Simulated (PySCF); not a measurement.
Species: C5H8OSi.
Numbering: `[CH2:1]=[CH:2][C:3]#[C:4][SiH2:5][O:6][CH3:7]` (hydrogens: H8, H9 on C1; H10 on C2; H11, H12 on Si5; H13, H14, H15 on C7)

Structure used (PBE0-D3(BJ)/def2-SVP), in Å, numbered top down from 1:
```
atom  x, y, z in Å
C1     3.7221   -0.4416   -0.2409
C2     2.4987   -0.7273   -0.7110
C3     1.3022   -0.1016   -0.2694
C4     0.2642    0.4304    0.1002
Si5   -1.2999    1.2138    0.6464
O6    -2.5722    0.1607    0.4856
C7    -2.9295   -0.4677   -0.7140
H8     4.6034   -0.9581   -0.6280
H9     3.8722    0.3124    0.5357
H10    2.3828   -1.4893   -1.4914
H11   -1.5138    2.4377   -0.1853
H12   -1.2239    1.5619    2.0878
H13   -3.7789   -1.1397   -0.5200
H14   -3.2401    0.2607   -1.4860
H15   -2.1005   -1.0710   -1.1266
```

Theory: core-valence-separated Tamm–Dancoff BHandHLYP/aug-pcX-1 (pcseg-1 on H, def2-SVPD on Si) in PySCF, non-relativistic, gas phase, PBE0-D3(BJ)/def2-SVP geometry.

Computed oxygen K-edge spectrum, Gaussian lines of 0.5 eV full width, highest printed point 100; it ends one width below the last computed root. Absolute energies from this functional tend to lie a few eV below measured edges; no shift was applied.

photon energy (eV), absorption and a bar:
```
    531.7          1 
    531.8          2 
    531.9          5 #
    532.0         12 ###
    532.1         21 ######
    532.2         29 #########
    532.3         33 ##########
    532.4         30 #########
    532.5         22 ######
    532.6         13 ####
    532.7          7 ##
    532.8          4 #
    532.9          5 #
    533.0          9 ###
    533.1         13 ####
    533.2         16 #####
    533.3         18 #####
    533.4         21 ######
    533.5         28 ########
    533.6         40 ############
    533.7         53 ################
    533.8         66 ####################
    533.9         79 ########################
    534.0         92 ############################
    534.1        100 ##############################
    534.2         96 #############################
    534.3         78 #######################
    534.4         53 ################
    534.5         32 #########
```

**Question.** Where are the maxima, and which lines make them up?

**Answer.** 2 maxima:
- 532.3 eV: O6 (silyl ether oxygen), 532.30 eV, f = 0.009, 100 % of the height at the exact maximum
- 534.1 eV: O6 (silyl ether oxygen), 534.21 eV, f = 0.015, 53 % of the height at the exact maximum; O6 (silyl ether oxygen), 534.09 eV, f = 0.010, 37 % of the height at the exact maximum

Further lines of some strength in the range: O6, 533.21 eV, f = 0.004; O6, 533.75 eV, f = 0.011.

Roots within 0.03 eV on the same or equivalent atoms count as one line; shares under 12 % aren't listed.

Vibrational structure and lifetime widths aren't in the curve. The ionisation threshold wasn't computed; near and above it a finite basis only mimics Rydberg series and continuum.

One conformer stands for the species.
